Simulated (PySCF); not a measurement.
## Spinor energies of Cs²⁰⁺ (caesium, charge +20)

Start: [Ar] 3d10 4s2 4p5; 4p1/2 filled at m_j = -1/2, +1/2; 4p3/2 filled at m_j = -1/2, +1/2, +3/2. Calculated with PySCF 2.14 in an uncontracted even-tempered set (18 s from 1.3 bohr⁻², ratio 2.8; 14 p from 1.7 bohr⁻², ratio 2.8; 9 d from 2.9 bohr⁻², ratio 2.8; 4 f from 10 bohr⁻², ratio 3): generalised Hartree-Fock with the X2C-1e Hamiltonian and a Gaussian nucleus; spin-orbit coupling (SO) screened by Boettger's factors.

```
spinor shell  electrons  ε, screened SO (eV)  weight of nominal j (screened SO)  rms radius, screened SO (bohr)
       1s1/2          2             -36711.5                              1.000                          0.0298
       2s1/2          2              -6326.9                              1.000                           0.121
       2p1/2          2              -5973.7                              1.000                           0.104
       2p3/2          4              -5617.2                              1.000                           0.110
       3s1/2          2              -1769.9                              1.000                           0.316
       3p1/2          2              -1622.3                              1.000                           0.307
       3p3/2          4              -1550.0                              1.000                           0.319
       3d3/2          4              -1293.8                              0.999                           0.290
       3d5/2          6              -1278.5                              0.999                           0.293
       4s1/2          2              -709.45                              1.000                           0.680
       4p1/2          2              -648.14                              0.993                           0.699
       4p3/2          3              -629.80                              0.995                           0.721
```

| quantity | screened SO |
| --- | --- |
| E (hartree) | -7617.49356 |
| M_J | 3/2 |
| ⟨J²⟩ | 3.752 |
| ⟨L²⟩ | 2.022 |
| ⟨S²⟩ | 0.770 |

Each row is a mean over spinors that exchange with the open shell spreads, by up to 8.428 eV (4s1/2).

Breit and QED terms are absent; they matter most for the inner s and p1/2 levels.

Densities and radii are taken from the X2C orbitals without a picture-change correction, which distorts them close to the nucleus.
